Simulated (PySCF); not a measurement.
Which determinant of TlO lies lowest?

Unrestricted PBE0; Tl cc-pVTZ-PP with ECP60, O cc-pVTZ; scalar-relativistic core potentials (PySCF 2.14). Outer shells of the fragments: Tl 5d10 6s2 6p1; O 2s2 2p4.

Followed along the bond (rough minima from three points):

```tsv
2Ms+1	unpaired	⟨S²⟩ at the start	R at minimum (Å)	Te (eV)
2	π ↑	0.76	2.19	0.00
2	σ ↑	0.76	2.04	0.14
4	σ ↑, π ↑↑	3.76	none in the scan	≤ 3.15
```

Solutions found at the starting distance of 2.030 Å, counted from the lowest of them; the search is not exhaustive and high or unbound solutions are not listed, so other states can lie among these:

```json
{"2Ms+1": "2", "unpaired": "σ ↑", "term": "²Σ⁺", "E (eV)": "0.00", "⟨S²⟩": "0.76", "⟨Lz²⟩": "0.00", "μ (D)": "-4.25"}
{"2Ms+1": "2", "unpaired": "π ↑", "term": "²Π", "E (eV)": "0.03", "⟨S²⟩": "0.76", "⟨Lz²⟩": "1.01", "μ (D)": "-2.50"}
{"2Ms+1": "4", "unpaired": "σ ↑, π ↑↑", "term": "mixed", "E (eV)": "3.38", "⟨S²⟩": "3.76", "⟨Lz²⟩": "2.01", "μ (D)": "-0.70"}
{"2Ms+1": "4", "unpaired": "σ ↑, π ↑↑", "term": "mixed", "E (eV)": "3.52", "⟨S²⟩": "3.76", "⟨Lz²⟩": "2.01", "μ (D)": "-0.61"}
{"2Ms+1": "2", "unpaired": "σ ↑, π ↑↓", "term": "mixed", "E (eV)": "3.79", "⟨S²⟩": "1.77", "⟨Lz²⟩": "2.01", "μ (D)": "-0.30"}
{"2Ms+1": "4", "unpaired": "π ↑↑↑", "term": "⁴Π", "E (eV)": "4.86", "⟨S²⟩": "3.76", "⟨Lz²⟩": "1.00", "μ (D)": "2.41"}
{"2Ms+1": "4", "unpaired": "σ ↑↑, π ↑", "term": "⁴Π", "E (eV)": "5.19", "⟨S²⟩": "3.76", "⟨Lz²⟩": "1.01", "μ (D)": "0.59"}
{"2Ms+1": "4", "unpaired": "σ ↑↑, π ↑", "term": "⁴Π", "E (eV)": "6.71", "⟨S²⟩": "3.76", "⟨Lz²⟩": "1.01", "μ (D)": "-3.32"}
{"2Ms+1": "4", "unpaired": "σ ↑↑↑", "term": "⁴Σ⁺", "E (eV)": "8.95", "⟨S²⟩": "3.76", "⟨Lz²⟩": "0.00", "μ (D)": "-1.55"}
```

A term symbol is given only where ⟨S²⟩ and ⟨Lz²⟩ are close to those of a pure state; real π, δ and φ orbitals otherwise mix terms. A positive dipole means Tl(−)O(+).

Question: Compare the gap between the two lowest followed solutions at the starting distance with the gap between their minima.

Answer: At PBE0 the second solution (doublet, unpaired electrons σ ↑) lies -0.03 eV from the first (doublet, unpaired electrons π ↑) at 2.030 Å and +0.14 eV at the minima; the two curves relax by different amounts, since their minima lie near 2.04 and 2.19 Å.

These are scalar-relativistic numbers at best; spin–orbit coupling would shift them, the dissociation energy most. Counting both spins, an empty level lies below a filled one in some of these solutions, because spin and occupation are held.
